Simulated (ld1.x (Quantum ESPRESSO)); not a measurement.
Values are calculated unless marked as measured or tabulated.
Hardness and transferability of assorted potentials

Generated with ld1.x 7.5 (TM, RRKJ, ultrasoft, PAW), atompaw 4.2 or ONCVPSP 4.0.1. The cutoff is in Ry: for ld1.x and atompaw files where the sum of valence levels is converged to 10 mRy in a Bessel basis, for ONCV files where the hardest occupied wave has 1 mHa per electron of residual kinetic energy. The error is the largest all-electron minus pseudo excitation energy over each file’s own four to seven test configurations (ionisations up to +4, promotions, holes and added fractions of an electron), all of which were solved. The labels leave out finer settings (local radius, basis sizes, second energies), which also bear on the numbers. Spin-polarised tests are not counted. The rows are a selection from randomly drawn settings: files with unsolved tests, undetermined cutoffs or missed reference levels are left out.

A true bound ghost makes a file unfit for plane-wave use even where its test errors are small: the radial tests pick states by their node count and pass the ghost by.

| element | potential | cutoff (Ry) | largest error (meV) | bound ghosts |
| --- | --- | --- | --- | --- |
| Ti | PAW, PBEsol, scalar-relativistic, rc 1.70/1.70/2.10 (spd), local smoothed, core correction yes, reference 3s2 3p6 3d2.5 4s1.5 4p0 | 30 | +11 | none |
| Br | TM, PBE, scalar-relativistic, rc 1.40/1.35 (sp), local smoothed, core correction no, reference 4s2 4p5 | 55 | -71 | s |
| Kr | TM, PW91, scalar-relativistic, rc 1.40/1.55 (sp), local smoothed, core correction no, reference 4s2 4p3 | 55 | +62 | none |
| I | TM, PBEsol, scalar-relativistic, rc 1.38/1.60/0.80 (spd), local s, core correction yes, reference 4d10 5s1.75 5p5.25 | 230 | -287 | none |
| Xe | TM, PBEsol, scalar-relativistic, rc 1.35/1.35/1.45 (spd), local s, core correction yes, reference 5s2 5p5 | 160 | -117 | p, d |

**Question.** Fill in the row for Nb: TM, PBE, scalar-relativistic, rc 1.15/1.56/2.60 (spd), local s, core correction yes, reference 4s2 4p6 4d4 5s0 5p0.

**Answer.** cutoff 90 Ry, largest error +81 meV, bound ghosts: none.

**Question.** Fill in the row for Tl: TM, LDA (PZ), scalar-relativistic, rc 2.10/2.25/1.95 (spd), local s, core correction yes, reference 5d10 6s1 6p0.

**Answer.** cutoff 50 Ry, largest error -164 meV, bound ghosts: none.
